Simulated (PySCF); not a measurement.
# Two-component Hartree-Fock for Pt⁷¹⁺ (platinum, charge +71)

Start: [He] 2s2 2p3; 2p1/2 filled at m_j = -1/2, +1/2; 2p3/2 filled at m_j = +3/2. Calculated with PySCF 2.14 in an uncontracted even-tempered set (16 s from 59 bohr⁻², ratio 2.4; 13 p from 76 bohr⁻², ratio 2.4; 5 d from 250 bohr⁻², ratio 2.6; 4 f from 380 bohr⁻², ratio 2.6): generalised Hartree-Fock with the X2C-1e Hamiltonian and a Gaussian nucleus; one run each with spin-orbit coupling (SO) switched off, then screened by Boettger's factors.

```csv
spinor shell,electrons,"ε, spin-free (eV)","ε, screened SO (eV)",weight of nominal j (screened SO),"rms radius, screened SO (bohr)"
1s1/2,2,-86641.1,-86569.2,1.000,0.0193
2s1/2,2,-20865.2,-20843.4,1.000,0.0759
2p1/2,2,-19233.2,-20489.3,1.000,0.0639
2p3/2,1,-19233.2,-18654.6,1.000,0.0710
```

| quantity | spin-free | screened SO |
| --- | --- | --- |
| E (hartree) | -10395.84020 | -10471.44209 |
| M_J | 3/2 | 3/2 |
| ⟨J²⟩ | 3.750 | 3.750 |
| ⟨L²⟩ | 0.000 | 2.622 |
| ⟨S²⟩ | 3.750 | 1.455 |

Each row is a mean over spinors that exchange with the open shell spreads, by up to 71.950 eV (2s1/2).

Breit and QED terms are absent; they matter most for the inner s and p1/2 levels.

Densities and radii are taken from the X2C orbitals without a picture-change correction, which distorts them close to the nucleus.

Without spin-orbit coupling the j labels of p, d and f shells carry no meaning; the spin-free column gives the mean over the occupied spinors of each nl shell.
